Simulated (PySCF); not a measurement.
## How methods differ on the ionisation energy of Ga(25+)

Ga(25+) [He] 2s2 2p2 [2p1/2^2, M_J = 0] → Ga(26+) [He] 2s2 2p1 [2p1/2^1, M_J = 1/2], as a difference of total energies. All numbers are calculated (PySCF 2.14, the two-component X2C-1e Hamiltonian, in an uncontracted even-tempered set (17 s from 7.8 bohr⁻², ratio 2.4; 11 p from 10 bohr⁻², ratio 2.4; 5 d from 36 bohr⁻², ratio 2.6; 4 f from 54 bohr⁻², ratio 2.6)). Correlated levels: nothing frozen; the 28 highest virtual spinors dropped. "Screened" scales the spin-orbit matrix elements by Boettger's factors to mimic the two-electron term; Breit and QED terms are absent.

| method | ionisation energy (eV) |
| --- | --- |
| GHF (spin-free) | 2537.7 |
| GMP2 (spin-free) | 2537.6 |
| GHF (screened spin-orbit) | 2545.0 |
| GMP2 (screened spin-orbit) | 2547.3 |

Problem. How much does correlation contribute at GMP2 (screened spin-orbit)?

Solution. 2547.3 − (2545.0) = 2.3 eV, measured against GHF (screened spin-orbit).

For this ion Breit and QED terms and the two-electron picture change, all absent here, outweigh the correlation shift from GHF to GMP2.

The spin-free rows relax to the high-spin LS determinant and lack the spin-orbit shift.

The labels give the starting determinants; with spin-orbit coupling the two ends relaxed to ⟨J²⟩ = 0.00, ⟨L²⟩ = 1.33, ⟨S²⟩ = 1.33 and ⟨J²⟩ = 0.75, ⟨L²⟩ = 2.00, ⟨S²⟩ = 0.75.

For comparison: 2543.9 ± 2 eV (semi-empirical (NIST evaluation); NIST Atomic Spectra Database, ionization energies).
